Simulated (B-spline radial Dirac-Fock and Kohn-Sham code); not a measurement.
## Elastic and transport cross sections of thallium for electrons

The computed values come from a radial atomic solver: relativistic (Dirac) partial waves in the static field of the Dirac-Fock atom with Furness-McCarthy exchange, without polarisation or absorption potentials. Below a few hundred eV the neglected polarisation potential matters, most of all at small angles. σ_tr1 and σ_tr2 weight the cross section with 1 − P₁ and 1 − P₂ of cos θ; "backward" is the share scattered beyond 90°.

| energy (eV) | σ (a₀²) | σ_tr1 (a₀²) | σ_tr2 (a₀²) | σ/σ_tr1 | backward (%) |
| --- | --- | --- | --- | --- | --- |
| 50 | 35.0 | 20.7 | 22.8 | 1.69 | 29 |
| 51.3 | 35.2 | 20.2 | 22.7 | 1.74 | 29 |
| 71.5 | 35.9 | 13.8 | 19.2 | 2.59 | 17 |
| 78.4 | 35.8 | 12.2 | 18.0 | 2.94 | 14 |
| 90.3 | 35.4 | 9.94 | 16.1 | 3.57 | 9.9 |
| 93.4 | 35.3 | 9.46 | 15.6 | 3.73 | 9.0 |
| 100 | 35.1 | 8.57 | 14.7 | 4.09 | 7.5 |
| 115 | ? | ? | ? | ? | ? |
| 117 | 34.2 | 6.84 | 12.6 | 5.00 | 4.8 |
| 126 | 33.6 | 6.17 | 11.7 | 5.44 | 3.8 |
| 182 | 29.2 | 4.15 | 7.93 | 7.03 | 2.3 |
| 198 | 27.8 | 3.94 | 7.37 | 7.06 | 2.5 |
| 200 | 27.7 | 3.92 | 7.32 | 7.05 | 2.6 |
| 218 | 26.3 | 3.79 | 6.88 | 6.92 | 3.0 |
| 242 | 24.5 | 3.71 | 6.48 | 6.60 | 3.8 |
| 300 | 21.0 | 3.70 | 5.94 | 5.68 | 5.9 |
| 398 | 17.2 | 3.71 | 5.28 | 4.63 | 8.7 |
| 500 | 14.8 | 3.59 | 4.59 | 4.11 | 10 |

Question: Fill in the row for 115 eV.

Answer: σ = 34.3 a₀², σ_tr1 = 7.00 a₀², σ_tr2 = 12.8 a₀², σ/σ_tr1 = 4.90, backward 5.0 %. The ratio σ/σ_tr1 is roughly the number of elastic collisions that randomise the direction.
